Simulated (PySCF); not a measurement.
C₄H₆N₂OS₂ (charge +1 and doublet state).
Atom-mapped SMILES: `[CH3:1][S+:2][CH2:3][O:4][c:5]1[n:6][cH:7][s:8][n:9]1` (hydrogens: H10, H11, H12 on C1; H13, H14 on C3; H15 on C7)

Structure used (GFN2-xTB), in Å, numbered top down from 1:
```xyz
15
C4H6N2OS2 angstrom
C     -2.1513    0.7553    0.0163
S     -1.0118   -0.3581    0.8461
C     -0.6193   -1.5442   -0.5194
O      0.7535   -1.7739   -0.6069
C      1.5158   -0.6968   -0.4867
N      0.9698    0.4608   -0.0384
C      1.8929    1.3841    0.0892
S      3.4117    0.7838   -0.3823
N      2.7915   -0.6825   -0.7304
H     -2.4613    1.5025    0.7418
H     -1.6621    1.2382   -0.8254
H     -3.0216    0.1964   -0.3207
H     -1.0818   -2.5088   -0.2961
H     -1.0173   -1.1255   -1.4509
H      1.6870    2.3768    0.4363
```

The hyperfine couplings belong to this conformer and change with its torsions.

Computed, not measured: PySCF 2.14.0, UKS B3LYP, pcH-1 on C H N O S, non-relativistic, mean-field spin-orbit, GIAO. One conformer (not necessarily the lowest) at the GFN2-xTB geometry, without solvent, vibrations or thermal averaging. Couplings are sensitive to structure, and on GFN2-xTB geometries they can be far from those on DFT ones, by a factor of two or more for some ions and for spin on atoms past the first row. No stability test was run, so a lower SCF solution isn't excluded.

Mulliken spin populations: C1 -0.032, S2 +0.718, C3 -0.022, O4 +0.004, C5 -0.003, N6 +0.240, C7 -0.006, S8 +0.036, N9 +0.012, H10 0.000, H11 +0.023, H12 +0.018, H13 +0.007, H14 +0.001, H15 +0.003.

Problem. Give the computed dipolar 1H tensors of H10, H11, H12, H13, H14, H15.

Solution. 
```csv
atom,position,distance from S2 (Å),T1 (MHz),T2,T3
H10,2 bonds from S2,2.36,-3.75,-2.22,5.98
H11,2 bonds from S2,2.40,-3.61,-2.03,5.65
H12,2 bonds from S2,2.39,-4.33,-2.23,6.56
H13,2 bonds from S2,2.44,-4.15,-2.26,6.41
H14,2 bonds from S2,2.42,-4.08,-1.58,5.65
H15,6 bonds from S2,3.86,-3.59,-2.12,5.70
```

Problem. Estimate them with point dipoles: put each population ρk at its nucleus, leave out the nucleus itself and the atom bound to it, and sum T = Σ [ρk/(2S)]·C·(3 n nᵀ − 1)/r³ with C = μ0 gₑ μB g_N μN/(4π h) = 79.06 MHz Å³.

Solution. 
```json
{"atom": "H10", "T1 (MHz)": "-4.46", "T2": "-4.16", "T3": "8.62", "T3, computed": "5.98", "difference in T3 (%)": "+44"}
{"atom": "H11", "T1 (MHz)": "-5.16", "T2": "-3.05", "T3": "8.21", "T3, computed": "5.65", "difference in T3 (%)": "+45"}
{"atom": "H12", "T1 (MHz)": "-4.77", "T2": "-3.72", "T3": "8.49", "T3, computed": "6.56", "difference in T3 (%)": "+29"}
{"atom": "H13", "T1 (MHz)": "-4.34", "T2": "-3.79", "T3": "8.13", "T3, computed": "6.41", "difference in T3 (%)": "+27"}
{"atom": "H14", "T1 (MHz)": "-4.55", "T2": "-3.48", "T3": "8.04", "T3, computed": "5.65", "difference in T3 (%)": "+42"}
{"atom": "H15", "T1 (MHz)": "-3.17", "T2": "-2.17", "T3": "5.35", "T3, computed": "5.70", "difference in T3 (%)": "-6"}
```

In T3 the estimate is closest for H15 (-6 %, 3.86 Å from S2) and worst for H11 (+45 %, 2.40 Å).

Time: 2.5 min wall (grids of density and orbitals included); peak memory 1.1 GiB. Hardware: Arm Neoverse V1, one thread, no GPU, on a shared host.
